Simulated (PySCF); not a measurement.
PySCF 2.14 output of a UHF calculation on a single atom or ion in aug-cc-pwCVTZ-PP with ECP60MDF, with a scalar-relativistic core potential:

```
SCF conv_tol = 1e-09
number electrons alpha = 11  beta = 8
cycle= 1 E= -169.713328497326  delta_E= -0.00601  |g|= 0.0258  |ddm|= 0.112
cycle= 2 E= -169.713490446298  delta_E= -0.000162  |g|= 0.00509  |ddm|= 0.025
cycle= 3 E= -169.713510343907  delta_E= -1.99e-05  |g|= 0.00122  |ddm|= 0.0172
cycle= 4 E= -169.713517841843  delta_E= -7.5e-06  |g|= 0.000735  |ddm|= 0.0131
cycle= 5 E= -169.713523125041  delta_E= -5.28e-06  |g|= 0.00042  |ddm|= 0.0143
cycle= 6 E= -169.713525683986  delta_E= -2.56e-06  |g|= 0.00024  |ddm|= 0.0118
cycle= 7 E= -169.713526774562  delta_E= -1.09e-06  |g|= 5.41e-05  |ddm|= 0.0118
cycle= 8 E= -169.713526815774  delta_E= -4.12e-08  |g|= 4.75e-06  |ddm|= 0.00262
cycle= 9 E= -169.713526815873  delta_E= -9.89e-11  |g|= 3.86e-07  |ddm|= 0.000126
converged SCF energy = -169.713526815873  <S^2> = 3.7520837  2S+1 = 4.0010417
```

The run itself started from symmetry-adapted Hartree-Fock orbitals and held the occupation by maximum overlap, so the iterations belong to that start.

Question: Which element, charge and spin multiplicity is this?

Answer: Tl(2+) (thallium, charge +2), multiplicity 4; the state was [Xe] 4f14 5d9 6s1 7s1, high-spin 4D determinant (an excited configuration).

Energies and moments cover only the electrons outside the core potential. Spin-orbit coupling, absent here, splits the open shell strongly. The outer electron is Rydberg-like, and this basis confines it to a smaller radius and binds it less than a complete one would.
